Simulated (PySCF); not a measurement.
C₆ coefficients of unlike pairs at UHF

Calculated with PySCF 2.14 from the dipole response of each species, C₆(A,B) = (3/π) ∫ α_A(iu) α_B(iu) du, in atomic units, from isotropic polarisabilities. For ions this is the dispersion term alone; charge-induced terms of lower order in 1/R come first.

```
species           configuration                                                                      basis      relativity  α (bohr³)  C₆ (like pair)
     Rh       [Kr] 4d8 5s1 (4F)                                  aug-cc-pVTZ-PP with ECP28MDF (6s6p5d3f2g)  core potential      89.25           803.6
   Pt²⁺      [Xe] 4f14 5d8 (3F)       def2-QZVPPD with the def2 core potential (60 electrons) (7s5p4d4f2g)  core potential      8.636           55.53
     Ga  [Ar] 3d10 4s2 4p1 (2P)  x2c-TZVPPall with one added diffuse shell each of s, p, d type (7s6p5d1f)   spin-free X2C      57.47           506.2
```

(1) Estimate C₆ for Pt²⁺ with Rh.

No spin-orbit coupling is included.

The other pairs:

```csv
pair,C₆
"Ga, Pt²⁺",131.2
"Ga, Rh",627.5
```

Results:

(1) The integral gives 160.3. The combination rule 2 C_A C_B / (C_A α_B/α_A + C_B α_A/α_B) gives 137.0 and the geometric mean 211.3.
